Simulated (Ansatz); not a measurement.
`[CH3][SnH]([F])[SeH]` + `C=NC` → `C/N=C/[SeH]` + `[CH3][SnH2][F]`  (formal exchange of groups at the Se–Sn bond)

Program: Ansatz. Geometries: PBE0-D4/def2-TZVP. ΔE: electronic, gas phase. CBS: MP2 limit from def2 TZ/QZ plus the TZ coupled-cluster correction, frozen cores. Elements past krypton have def2 core potentials. For Se, Sn outer-core shells are correlated without core-valence functions, which leaves a few kJ/mol of doubt a bond. Scalar relativity is left out up to krypton. One conformer a species, not always the lowest.

`[CH3][SnH]([F])[SeH]`:

Z-matrix (Å, degrees):
```
C
Sn 1 2.122
H 1 1.090 2 110.0
H 1 1.089 2 108.7 3 120.1
H 1 1.090 2 109.2 3 -120.6
F 2 1.930 1 103.6 3 -178.2
Se 2 2.515 1 113.0 3 -62.2
H 2 1.703 1 119.0 3 66.7
H 7 1.469 2 91.5 1 -32.6
```

`C=NC`:

Cartesian coordinates in Å:
```
C 0.328 -1.060 0.676
N 0.417 0.193 0.631
C -0.214 0.874 -0.469
H -0.204 -1.654 -0.081
H 0.796 -1.600 1.499
H -0.716 0.200 -1.178
H -0.945 1.586 -0.075
H 0.538 1.460 -1.004
```

`C/N=C/[SeH]`:

```xyz
9

C    -1.460   -0.228   -0.336
N    -0.185   -0.752    0.080
C     0.774    0.044    0.191
Se    2.482   -0.589    0.736
H    -1.451    0.856   -0.519
H    -1.778   -0.739   -1.249
H    -2.207   -0.452    0.431
H     0.718    1.123   -0.007
H     3.107    0.738    0.672
```

`[CH3][SnH2][F]`:

```xyz
8

C     0.418    0.349    1.030
Sn   -0.240   -0.204   -0.912
F    -1.725   -1.397   -0.592
H    -0.389    0.861    1.553
H     0.695   -0.548    1.585
H     1.282    1.011    0.964
H     0.872   -1.143   -1.801
H    -0.913    1.070   -1.827
```

```
        level  ΔE (kJ/mol)
HF/def2-TZVPP        122.9
 HF/CBS(def2)        123.5
```

Problem. What does CCSD(T)/CBS give? (Estimate.)

Solution. Ansatz gave: +120.4 kJ/mol. The listed levels differ from it by 2.5, 3.1 kJ/mol.

Largest T1 diagnostic among the species: 0.013.

From PBE to PBE0 (25 % exact exchange), in def2-TZVPP and without D4, ΔE moves by +6.0 kJ/mol. In def2-TZVPP, CCSD(T) changes the Hartree–Fock value by −13.8 kJ/mol (the triples alone add −2.0 kJ/mol) and MP2 by −12.2 kJ/mol.

CCSD(T)/CBS has its own doubt, a few kJ/mol and more with outer-core shells, so smaller differences from it don't rank the levels.
